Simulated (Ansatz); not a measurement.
`C[O][GeH2][Cl]` + `[AlH2]/[N]=C\S` → `S/C=[N]/[GeH2][Cl]` + `C[O][AlH2]`  (redistribution)

Program: Ansatz. Geometries: PBE0-D4/def2-TZVP. ΔE: electronic, gas phase. CBS: MP2 limit from def2 TZ/QZ plus the TZ coupled-cluster correction, frozen cores. Double bonds are as drawn, so ΔE can hold a change between cis and trans. DFT in def2-TZVPP. B3LYP here is the variant with VWN-RPA as its local correlation; programs differ in this. For Ge outer-core shells are correlated without core-valence functions, which leaves a few kJ/mol of doubt a bond. Scalar relativity is left out up to krypton. One conformer a species, not always the lowest.

```csv
level,ΔE (eV)
PBE-D4,-0.29
B97M-V,-0.27
B3LYP-D4,-0.30
PBE-QIDH,-0.34
r2SCAN,-0.28
BHLYP,-0.31
MP2/def2-SVP,-0.37
CCSD/def2-SVP,-0.34
```

Task: What does CCSD(T)/CBS give? (Best estimate.)

Result: Computed: -0.34 eV. The listed levels differ from it by 0.05, 0.07, 0.04, 0.00, 0.06, 0.03, -0.03, 0.00 eV.

Largest T1 diagnostic among the species: 0.015.

Leaving LDA and LC-ωPBE aside and taking each functional with its dispersion term where it has one, the values spread over 0.07 eV, from PBE-QIDH to B97M-V. In def2-TZVPP, CCSD(T) changes the Hartree–Fock value by −0.04 eV (the triples alone add −0.00 eV) and MP2 by −0.07 eV. From BLYP to BHLYP (50 % exact exchange), in def2-TZVPP and without D4, ΔE moves by −0.04 eV.
